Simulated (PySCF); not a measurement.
## NMR data sheet: C6H6O3

```yaml
Formula: C6H6O3
SMILES: COC(=O)c1ccoc1
InChI: InChI=1S/C6H6O3/c1-8-6(7)5-2-3-9-4-5/h2-4H,1H3
Point_group_of_the_computed_structure: C1
Degrees_of_unsaturation: 4
Carbon_signals: 6
Proton_signals: 4
```

Atom-mapped SMILES (the numbers label the heavy atoms): `[CH3:1][O:2][C:3](=[O:4])[c:5]1[cH:6][cH:7][o:8][cH:9]1`; H(Xn) means a hydrogen on atom n.

PySCF calculation with GIAO PBE/pcSseg-1 shieldings, B3LYP/pcJ-1 coupling constants (without the spin–dipole term) and geometry: PBE0-D3(BJ)/def2-SVP; a single conformation, non-relativistic Hamiltonian, averaged over atoms made equivalent by symmetry, fast rotation or ring inversion, no solvent.

Scale: ¹H (σref 31.20) and ¹³C (σref 180.03) against TMS; ¹⁷O (σref 334.63) vs H2O (reference shieldings calculated alike).

```tsv
carbon	δC, type	δH (multiplicity, J in Hz)	HMBC from (abs. J ≥ 3 Hz)	span of the C tensor (ppm)
C1	52.3, CH3	3.81 (s)	–	75
C3	163.0, C	–	H(C1)	141
C5	123.5, C	–	H(C9), H(C7), H(C6)	137
C6	114.0, CH	6.69 (d, 2.3)	H(C9), H(C7)	169
C7	144.0, CH	7.19 (dd, 2.3, 1.5)	H(C9), H(C6)	130
C9	149.3, CH	7.93 (d, 1.5)	H(C7), H(C6)	147
```

Other nuclei:
```
atoms  nucleus            environment  δ (ppm)  σ (ppm)
   O4      ¹⁷O  ester carbonyl oxygen    408.5    -73.9
   O8      ¹⁷O   aromatic ring oxygen    318.0     16.7
   O2      ¹⁷O    ester alkoxy oxygen    199.1    135.5
```

Selected couplings (Hz, signed; the shortest-range and largest first, 30 at most; isotopes ¹³C, ¹H): ¹J(C9,H(C9)) 218.8, ¹J(C7,H(C7)) 214.4, ¹J(C6,H(C6)) 189.8, ¹J(C1,H(C1)) 151.9, ³J(H(C6),H(C7)) 2.3, ⁴J(H(C7),H(C9)) 1.5.

- Carbon types of the structure: 2 × C, 3 × CH, 1 × CH3, which accounts for all hydrogens.
- δC 163.0: ester carbonyl carbon; it is a carbonyl in resonance with an O or N lone pair, the region of acids, esters and amides.
- δC 149.3, 144.0: aromatic CH next to the ring oxygen.
- δC 123.5: substituted aromatic carbon.
- δC 114.0: aromatic CH.
- δH 7.93, 7.19: hydrogen on an aromatic CH next to the ring oxygen.

Splittings below 1 Hz are ignored in the labels, and close J values are merged. Unscaled 3J(H,H) at this level run about 9 % above measured values. Shifts are as computed, not scaled to solution data. Of 246 compounds with measured shifts, 49 miss one by over three times the rms of a fit or turn the order of signals round; such compounds aren't used in these exercises. Unscaled 17O shifts of doubly bonded oxygen tend to come out too high, by tens of ppm or more. Experimental scales use liquid or dissolved standards, which lie at an offset from isolated H2O (liquid H2O: subtract about 36 ppm).
